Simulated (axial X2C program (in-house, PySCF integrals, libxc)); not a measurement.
## Which molecule gave these maps?

PBE0 fields computed with an in-house all-electron X2C program for linear molecules (integrals from PySCF), with spin–orbit coupling, near the equilibrium distance, one atom at z = 0.

The maps cover the half plane through the axis: z from -2.4 to 4.8 Å along the bond, ρ from 0.15 to 2.25 Å away from it (steps of 0.3 Å, the bottom row nearest the axis).

log10 of the density in e/bohr³:

digits 0 to 9 span -3.74 to 1.82 evenly
```
0001111111111111111110000
0011122222222222222211100
0112222333322222222221110
1122233333333333333322111
1222334444433334443332211
1223344555444444444433221
1223445676544445654433221
1233456797654446875443221
```

Electron localisation function (collinear form, no current term, damped to 0 at low density):

digits 0 to 9 span 0.00 to 1.00 evenly
```
0012333333333332222221100
1234555443444444444443210
2456666544455555566666531
4677775433456666678887753
5788764222346776678998874
6888742343236762127999886
7888633777326721511899986
7888526373526707580799987
```

Axial spin density in 10⁻³ e/bohr³:

digits 0 to 9 span -2.46 to 2.46 evenly, values beyond are clipped
```
4455555555566666665555555
4455555566677777776655555
4445555677788999997655555
4445556788999999999765555
4444556789999999999865544
4444556766899999999754444
4444456485467999787434444
4444445196432334962123444
```

Problem. Which molecule is it?
A. BhC⁻
B. GeAt⁻
C. SnSi⁻
D. ZrTe⁻

Solution. C. SnSi⁻, with Sn at z = 0 and Si at z = 2.436 Å, state Ω = 3/2 (⟨Sz⟩ = 0.50, ⟨Lz⟩ = 1.00 at PBE0), basis Sn dyall-acv3z [12s13p10d5f1g], Si dyall-av3z [9s8p3d2f] (cores contracted in-house). Occupations by symmetry block were frozen at the best pattern of an incomplete PBE0 search. Density functionals use the spin component along the axis (collinear). PBE0 can misorder states that lie within some tenths of an eV, so this need not be the ground state of the molecule. The nearest other 2c determinant of the search, Ω = 1/2, lies 0.09 eV up at the distance of the search. Without a current term, density functionals place determinants with orbital angular momentum somewhat too high. The determinant is spin-polarised beyond a pure state at some levels (its spin-free form has ⟨S²⟩ too high), which makes Re and μ there less reliable.
